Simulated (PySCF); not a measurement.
SMILES C[CH2][Mg][F], singlet (CAM-B3LYP/def2-SVP optimised geometry):

```
9

Mg     1.057     0.388     0.000
F      2.815     0.388     0.000
C     -1.027     0.394    -0.008
C     -1.715    -0.379     1.125
H     -1.361     0.000    -0.985
H     -1.360     1.447     0.002
H     -1.450     0.017     2.119
H     -1.441    -1.447     1.127
H     -2.815    -0.337     1.053
```

Computed with CAM-B3LYP/def2-TZVP run with PySCF 2.14.0.

Question: What are the frontier orbital energies and the dipole moment?

Answer: HOMO-2 -11.35 eV, HOMO-1 -10.94 eV, HOMO -8.34 eV, LUMO -0.34 eV, LUMO+1 0.79 eV; dipole moment 2.11 D.

On the same geometry PySCF with PBE/def2-TZVP gives HOMO-2 -7.74 eV, HOMO-1 -7.74 eV, HOMO -5.82 eV, LUMO -1.73 eV, LUMO+1 -0.58 eV; dipole moment 2.19 D.

Meta-Löwdin charges at CAM-B3LYP/def2-TZVP: Mg1 1.39, F2 -0.85, C3 -0.72, C4 -0.31, H5 0.09, H6 0.09, H7 0.10, H8 0.10, H9 0.10.
